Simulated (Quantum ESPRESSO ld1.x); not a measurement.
The run below uses ld1.x (Quantum ESPRESSO 7.5).

```
 &input
    zed=61.0,
    iswitch=1,
    rel=2,
    dft='BLYP',
    config='[Xe] 4f4 6s0 5d0 6p0 5f0',
    rel_dist='average',
    lsmall=.true.,
    prefix='ld1',
    max_out_wfc=37,
    file_charge='ld1.rho',
 /
```

Output (excerpt):

```
     Program LD1 v.7.5 starts

     --------------------------- All-electron run ----------------------------

     dirac relativistic calculation

     atomic number is 61.00
     dft =BLYP   lsd =0 sic =0 latt =0  beta=0.20 tr2=1.0E-14
     Exchange-correlation= BLYP
                           (   1   3   1   3   0   0   0)
     mesh =2091 r(mesh) = 100.39638 a.u. xmin = -8.00 dx = 0.00800
     1 Ry =  13.60569312 eV, c = 137.03599908

     n l j   nl                  e(Ry)          e(Ha)          e(eV)
     Spin orbit split results
     1 0 0.5 1S 1( 2.00)     -3308.7001     -1654.3500    -45017.1578
     2 0 0.5 2S 1( 2.00)      -539.6094      -269.8047     -7341.7595
     2 1 0.5 2P 1( 2.00)      -511.1138      -255.5569     -6954.0570
     2 1 1.5 2P 1( 4.00)      -469.9232      -234.9616     -6393.6307
     3 0 0.5 3S 1( 2.00)      -119.4782       -59.7391     -1625.5843
     3 1 0.5 3P 1( 2.00)      -107.2663       -53.6331     -1459.4323
     3 1 1.5 3P 1( 4.00)       -98.9865       -49.4932     -1346.7794
     4 0 0.5 4S 1( 2.00)       -25.5663       -12.7832      -347.8479
     4 1 0.5 4P 1( 2.00)       -20.9177       -10.4589      -284.6002
     4 1 1.5 4P 1( 4.00)       -19.0990        -9.5495      -259.8557
     3 2 1.5 3D 1( 4.00)       -77.7628       -38.8814     -1058.0162
     3 2 2.5 3D 1( 6.00)       -75.9687       -37.9843     -1033.6066
     5 0 0.5 5S 1( 2.00)        -5.0712        -2.5356       -68.9978
     5 1 0.5 5P 1( 2.00)        -3.7756        -1.8878       -51.3697
     5 1 1.5 5P 1( 4.00)        -3.5065        -1.7533       -47.7087
     4 2 1.5 4D 1( 4.00)       -11.4496        -5.7248      -155.7792
     4 2 2.5 4D 1( 6.00)       -11.1248        -5.5624      -151.3599
     4 3 2.5 4F 1( 1.71)        -2.3332        -1.1666       -31.7454
     4 3 3.5 4F 1( 2.29)        -2.2943        -1.1471       -31.2153
     6 0 0.5 6S 1( 0.00)        -1.6147        -0.8074       -21.9697
     5 2 1.5 5D 1( 0.00)        -1.7991        -0.8995       -24.4778
     5 2 2.5 5D 1( 0.00)        -1.7719        -0.8860       -24.1082
     6 1 0.5 6P 1( 0.00)        -1.2868        -0.6434       -17.5077
     6 1 1.5 6P 1( 0.00)        -1.2351        -0.6176       -16.8050
     5 3 2.5 5F 1( 0.00)        -0.7029        -0.3514        -9.5630
     5 3 3.5 5F 1( 0.00)        -0.7013        -0.3507        -9.5417
     Averaged results
     1 0     1S 1( 2.00)     -3308.7001     -1654.3500    -45017.1578
     2 0     2S 1( 2.00)      -539.6094      -269.8047     -7341.7595
     2 1     2P 1( 6.00)      -483.6534      -241.8267     -6580.4395
     3 0     3S 1( 2.00)      -119.4782       -59.7391     -1625.5843
     3 1     3P 1( 6.00)      -101.7464       -50.8732     -1384.3303
     4 0     4S 1( 2.00)       -25.5663       -12.7832      -347.8479
     4 1     4P 1( 6.00)       -19.7053        -9.8526      -268.1039
     3 2     3D 1(10.00)       -76.6863       -38.3432     -1043.3704
     5 0     5S 1( 2.00)        -5.0712        -2.5356       -68.9978
     5 1     5P 1( 6.00)        -3.5962        -1.7981       -48.9290
     4 2     4D 1(10.00)       -11.2547        -5.6273      -153.1276
     4 3     4F 1( 4.00)        -2.3110        -1.1555       -31.4424
     6 0     6S 1( 0.00)        -1.6147        -0.8074       -21.9697
     5 2     5D 1( 0.00)        -1.7828        -0.8914       -24.2561
     6 1     6P 1( 0.00)        -1.2524        -0.6262       -17.0392
     5 3     5F 1( 0.00)        -0.7020        -0.3510        -9.5509

     final scf error:  6.8E-15 reached in  33 iterations

     Etot =  -20052.901137 Ry,  -10026.450569 Ha, -272833.619100 eV

     Ekin =   21687.760199 Ry,   10843.880099 Ha,  295077.009792 eV
     Encl =  -48936.009159 Ry,  -24468.004579 Ha, -665808.323277 eV
     Eh   =    7654.369926 Ry,    3827.184963 Ha,  104143.008260 eV
     Exc  =    -459.022103 Ry,    -229.511052 Ha,   -6245.313875 eV

     normalization and overlap integrals

     s(1S/1S) =  1.000000  <r> =   0.0232  <r2> =    0.0007  r(max) =   0.0148
     s(2S/2S) =  1.000000  <r> =   0.0984  <r2> =    0.0115  r(max) =   0.0838
     s(2P/2P) =  1.000000  <r> =   0.0824  <r2> =    0.0084  r(max) =   0.0639
     s(2P/2P) =  1.000000  <r> =   0.0890  <r2> =    0.0096  r(max) =   0.0692
     s(3S/3S) =  1.000000  <r> =   0.2602  <r2> =    0.0775  r(max) =   0.2391
     s(3P/3P) =  1.000000  <r> =   0.2498  <r2> =    0.0726  r(max) =   0.2261
     s(3P/3P) =  1.000000  <r> =   0.2624  <r2> =    0.0799  r(max) =   0.2372
     s(4S/4S) =  1.000000  <r> =   0.5920  <r2> =    0.3956  r(max) =   0.5538
     s(4P/4P) =  1.000000  <r> =   0.6069  <r2> =    0.4191  r(max) =   0.5583
     s(4P/4P) =  1.000000  <r> =   0.6352  <r2> =    0.4590  r(max) =   0.5857
     s(3D/3D) =  1.000000  <r> =   0.2339  <r2> =    0.0645  r(max) =   0.1896
     s(3D/3D) =  1.000000  <r> =   0.2379  <r2> =    0.0665  r(max) =   0.1927
     s(5S/5S) =  1.000000  <r> =   1.4056  <r2> =    2.2170  r(max) =   1.2727
     s(5P/5P) =  1.000000  <r> =   1.5618  <r2> =    2.7540  r(max) =   1.3898
     s(5P/5P) =  1.000000  <r> =   1.6414  <r2> =    3.0409  r(max) =   1.4581
     s(4D/4D) =  1.000000  <r> =   0.6792  <r2> =    0.5352  r(max) =   0.5952
     s(4D/4D) =  1.000000  <r> =   0.6892  <r2> =    0.5509  r(max) =   0.6048
     s(4F/4F) =  1.000000  <r> =   0.9330  <r2> =    1.1206  r(max) =   0.6245
     s(4F/4F) =  1.000000  <r> =   0.9430  <r2> =    1.1461  r(max) =   0.6295
     s(6S/6S) =  1.000000  <r> =   3.2397  <r2> =   11.6521  r(max) =   3.0196
     s(5D/5D) =  1.000000  <r> =   2.2459  <r2> =    5.7766  r(max) =   1.8835
     s(5D/5D) =  1.000000  <r> =   2.2788  <r2> =    5.9432  r(max) =   1.9139
     s(6P/6P) =  1.000000  <r> =   3.6803  <r2> =   15.0767  r(max) =   3.4319
     s(6P/6P) =  1.000000  <r> =   3.8098  <r2> =   16.1612  r(max) =   3.5720
     s(5F/5F) =  1.000000  <r> =   4.5771  <r2> =   23.7281  r(max) =   3.9635
     s(5F/5F) =  1.000000  <r> =   4.5893  <r2> =   23.8534  r(max) =   3.9953

     ------------------------ End of All-electron run ------------------------
```

Run on one thread of a shared host, so times are rough (Intel(R) Xeon(R) Processor @ 2.60GHz): 0.91 s of CPU time, 0.95 s wall, 33 iterations on 2091 mesh points.
